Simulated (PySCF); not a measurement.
C5H7FOSi.
Cartesian coordinates in Å at the GFN2-xTB level; atoms count from 1:
```
atom  x, y, z in Å
C1    -2.580    1.528    0.130
C2    -1.569    0.900    0.006
C3    -0.354    0.141   -0.173
F4    -0.304   -0.337   -1.500
C5    -0.294   -1.002    0.785
C6     0.023   -2.243    0.462
Si7    1.241    1.247   -0.004
O8     2.513    0.313   -0.360
H9    -3.464    2.080    0.254
H10   -0.512   -0.716    1.805
H11    0.070   -3.025    1.200
H12    0.227   -2.526   -0.557
H13    1.439    1.626    1.385
H14    1.078    2.347   -0.948
H15    2.482   -0.327   -1.068
```

Computed with TDDFT CAM-B3LYP/def2-SVPD, vertical, gas phase, core orbitals frozen in the response (PySCF 2.14.0, density-fitted response routines).

Frontier orbitals with the atoms that hold most of them (Löwdin shares over 4%, at most four atoms; ? is withheld):

```csv
orbital,ε (eV),atoms
HOMO-3,-10.65,"O8 43%, Si7 21%, H14 17%, H13 8%"
HOMO-2,-10.07,"C2 40%, C1 38%, F4 4%, C3 4%"
HOMO-1,-9.49,"C1 26%, C2 24%, C5 19%, C6 16%"
HOMO,?,?
LUMO,0.51,?
LUMO+1,0.87,"C6 29%, C5 25%, Si7 11%, C3 6%"
LUMO+2,1.34,"C1 24%, C2 13%, Si7 10%, O8 8%"
```

Which atoms hold the HOMO, and with what shares?

C6 (bonded to C and 2 H) 20%; C5 (bonded to 2 C and H) 16%; C3 (bonded to 2 C, F and Si) 16%; C1 (bonded to C and H) 11%.

Give the leading atoms of the LUMO.

Si7 (bonded to C, O and 2 H) 16%; O8 (bonded to Si and H) 13%; C1 (bonded to C and H) 12%; F4 (bonded to C) 10%.

What is the HOMO energy, and the HOMO–LUMO gap?

ε(HOMO) = -8.82 eV; the gap is 9.33 eV (0.3429 hartree).

The HOMO–LUMO gap is 9.33 eV. Where does the response calculation put the lowest singlet, and from which orbitals?

S1 is at 5.75 eV (f = 0.0049), 3.58 eV below the gap, made of HOMO→LUMO (40%), HOMO-1→LUMO (20%), HOMO-1→LUMO+3 (12%). 

Next come S2 at 6.51 eV (f 0.0036), HOMO→LUMO (35%), HOMO-1→LUMO (34%); S3 at 6.60 eV (f 0.033), HOMO→LUMO+1 (19%), HOMO-2→LUMO (15%), HOMO→LUMO (14%); S4 at 6.86 eV (f 0.158), HOMO→LUMO+1 (68%); S5 at 7.10 eV (f 0.023), HOMO-2→LUMO+4 (23%), HOMO-2→LUMO (17%), HOMO-2→LUMO+7 (12%).

One conformer stands for the species.
